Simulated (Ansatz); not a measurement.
Cost and result up the ladder for Cs3F3 (6 atoms). Charge 0, multiplicity 1. Geometry: r2SCAN-D4/def2-SVP.

```xyz
6

Cs   -0.474    1.990   -1.922
Cs    2.441   -0.063    1.381
Cs   -1.968   -1.927    0.540
F    -2.070    0.062   -1.159
F     1.673    1.619   -0.471
F     0.398   -1.680    1.632
```

Ansatz on 4 threads of Arm Neoverse V2 on a shared host. Times are rough, and most runs start from the orbitals of an earlier one. r2SCAN0-D4/def2-TZVP serves as the yardstick here, not as an exact answer. Differences are given only for rows in sets of like size (and for xTB, whose basis is part of the method), since another set adds its own error. Binding counts from free atoms at the same level (Cs doublet, F doublet; other spins of the atoms weren't run), without zero-point energy or a counterpoise term.

In the def2 sets Cs takes a core potential; there is no spin–orbit coupling. LC-ωPBE has ω = 0.4 bohr⁻¹. Correlated methods freeze 3 core orbitals; core or outer-core shells of Cs are correlated, in sets that lack core-valence functions. The structure comes from a short search, and lower isomers may exist.

Correlated methods converge slowly with the basis.

```
                         level  functions  wall time  binding energy per atom (eV)  difference from r2SCAN0-D4/def2-TZVP (eV)
         LDA (SPW92)/def2-TZVP        180      1.2 s                          3.52                                       0.56
               PBE-D4/def2-SVP        114      1.6 s                          3.10                                          –
              PBE0-D4/def2-SVP        114      1.8 s                          2.94                                          –
PBE-D4/def2-TZVP (with forces)        180      2.6 s                          3.15                                       0.19
             LC-ωPBE/def2-TZVP        180      2.6 s                          3.17                                       0.20
             PBE0-D4/def2-TZVP        180      3.1 s                          3.01                                       0.04
            BHLYP-D4/def2-TZVP        180      3.3 s                          2.89                                      -0.08
             PBE-D4/def2-TZVPD        216      3.5 s                          3.17                                       0.20
            PBE0-D4/def2-TZVPD        216      3.9 s                          3.02                                       0.06
           r2SCAN-D4/def2-TZVP        180      4.3 s                          3.10                                       0.14
          r2SCAN0-D4/def2-TZVP        180      5.5 s                          2.97                                       0.00
             RPA@PBE/def2-TZVP        180      5.5 s                          2.68                                      -0.29
              B97M-V/def2-TZVP        180       15 s                          2.99                                       0.02
             CCSD(T)/def2-TZVP        180      2 min                          2.92                                      -0.05
```
